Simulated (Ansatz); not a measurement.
# Worked example: C3H10Ge + C2H8SiTe → C2H10GeSi + C3H8Te

Species: C3H10Ge `C[CH2][GeH2][CH3]`, singlet; C2H8SiTe `CC[Te][SiH3]`, singlet; C2H10GeSi `C[CH2][GeH2][SiH3]`, singlet; C3H8Te `CC[Te]C`, singlet. The partners trade CH3 for SiH3: Ge–CH3 and Te–SiH3 bonds give way to Ge–SiH3 and Te–CH3.

Shapes, held fixed at every level: PBE0-D4/def2-TZVP. Flexible molecules stand in one conformer, not always the lowest. Programs: Ansatz 0.2.0. Electronic energies: no zero-point or thermal term.

At CCSD(T)/def2-TZVPP; 1 Eh = 2625.50 kJ/mol:

| species | energy (Eh) |
| --- | --- |
| C3H10Ge | -2195.726670 |
| C2H8SiTe | -637.386520 |
| C2H10GeSi | -2446.735344 |
| C3H8Te | -386.353933 |

Task: Work out ΔE of the reaction at this level.

Result: 
1. Products less reactants: (-2446.735344) + (-386.353933) − [(-2195.726670) + (-637.386520)] = 0.023913 Eh = +62.8 kJ/mol.

Other levels give +59.9 (B3LYP-D4/def2-TZVPP) to +71.0 kJ/mol (HF/def2-TZVPP). No measured value is set beside it here. For atoms past krypton def2 sets carry core potentials with scalar relativity. Relativity is left out for Ge. Outer-core shells of Ge, Te are correlated, in sets that cover them unevenly.
